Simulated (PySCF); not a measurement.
H2INTe, SMILES N[Te]I, singlet, B3LYP/def2-SVP optimised geometry.

```
5

Te    -0.85    -1.35     0.00
I     -1.60     1.35     0.00
N      1.17    -1.35     0.00
H      1.60    -0.96     0.84
H      1.60    -0.96    -0.84
```

Density from B3LYP/def2-TZVP, def2 effective core potentials past Kr in PySCF at that geometry. The core electrons that the potentials of I, Te replace are not part of the density.

Minimum of the electron density along straight lines between bonded atoms, close to the bond critical point (lines longer than 1.1 times the sum of covalent radii, or with two minima, are not listed):

| bond | length / Å | ρ at the minimum / e bohr⁻³ | ∇²ρ there / e bohr⁻⁵ | position (fraction from the first atom) |
|---|---|---|---|---|
| Te1–I2 | 2.794 | (withheld) | 0.02 | 0.48 |
| Te1–N3 | 2.021 | (withheld) | (withheld) | 0.50 |
| N3–H4 | 1.019 | 0.332 | -1.61 | 0.74 |
| N3–H5 | 1.019 | 0.332 | -1.61 | 0.74 |

Problem. Fill in the missing entries.

Solution. 
- Te1–I2, ρ at the minimum / e bohr⁻³: 0.061
- Te1–N3, ρ at the minimum / e bohr⁻³: 0.128
- Te1–N3, ∇²ρ there / e bohr⁻⁵: 0.22
